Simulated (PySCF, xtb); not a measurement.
C4H2BrCl, SMILES C#C/C(Br)=C\Cl.

Harmonic wavenumbers (cm⁻¹) from GFN2-xTB (xtb) at its own minimum, in rising order: 100, 171, 177, 224, 264, 390, 480, 611, 655, 710, 776, 783, 1006, 1226, 1604, 2241, 3088, 3396.

Q: What does PySCF with PBE-D3(BJ)/def2-SVP give at its own minimum? (The exact figures need the calculation; the answer reports its results.)

A: 115, 179, 185, 256, 281, 422, 573, 618, 662, 699, 773, 809, 1011, 1244, 1585, 2145, 3158, 3406. Paired by order, the mean absolute difference is 27 cm⁻¹ and the zero-point energies are 25.6 and 25.9 kcal/mol.
